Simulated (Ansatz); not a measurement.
Consider the atomization: `C=C(O)B(O)O` → B• + 2 C• + 5 H• + 3 O•.

Isolated molecules relaxed with PBE0-D4/def2-TZVP in Ansatz; ΔE leaves out vibrations. CCSD(T)/CBS is the MP2 limit (def2-TZVPP, def2-QZVPP) plus CCSD(T) − MP2 in def2-TZVPP, frozen cores. This one scheme is used for every species, atoms too. Functionals use def2-TZVPP. No spin–orbit coupling; open shells (•) take unrestricted orbitals. Spin–orbit coupling would lower the free atoms: a little for B, C, O. Each species was taken in one conformer, which may not be the lowest.

`C=C(O)B(O)O`:

Z-matrix (Å, degrees):
```
C
C 1 1.331
H 1 1.081 2 119.3
H 1 1.087 2 122.8 3 180.0
O 2 1.371 1 123.9 3 -180.0
B 2 1.571 1 124.4 3 0.0
H 5 0.962 2 109.9 1 -0.0
O 6 1.361 2 120.2 1 180.0
O 6 1.358 2 119.6 1 -0.0
H 8 0.962 6 111.1 2 0.0
H 9 0.961 6 112.0 2 180.0
```

```json
{"level": "PBE-QIDH", "ΔE (kJ/mol)": "4760.1"}
{"level": "SCS-MP2/def2-QZVPP", "ΔE (kJ/mol)": "4825.2"}
```

Problem. What does CCSD(T)/CBS give? (Best estimate.)

Solution. Ansatz gave: +4790.6 kJ/mol. The listed levels differ from it by -30.5, 34.6 kJ/mol.

Problem. What do rigid-rotor, harmonic-oscillator terms from PBE0-D4/def2-TZVP frequencies (298.15 K, 1 bar) make of the CCSD(T)/CBS value? (Best estimate.)

Solution. The calculation gave: ΔZPE = -215.6 kJ/mol, ΔH = +4623.4 kJ/mol, ΔS = 1196 J/(mol·K), ΔG = +4266.8 kJ/mol. Open shells count their whole term as degenerate.

Largest T1 diagnostic among the species: 0.014.

Leaving LDA and LC-ωPBE aside and taking each functional with its dispersion term where it has one, the values, not all of them listed here, spread over 345.7 kJ/mol, from BHLYP-D4 to PBE-D4. LDA lies +674.2 kJ/mol from PBE without D4, its usual overbinding. From BLYP to BHLYP (50 % exact exchange), in def2-TZVPP and without D4, ΔE moves by −196.7 kJ/mol: exact exchange takes away binding that semilocal exchange gives to molecules. At CCSD(T), def2-SVP lies −234.0 kJ/mol from the extrapolated value and def2-TZVPP −128.9 kJ/mol: correlation converges slowly with the basis, and small sets miss more of it in the bonded molecule than in its fragments.

For atomizations the MP2-based limit and the directly extrapolated one differ by several kJ/mol either way, and by 10 to 25 for some Ge, Se and Sn compounds, so smaller differences from it don't rank the levels.
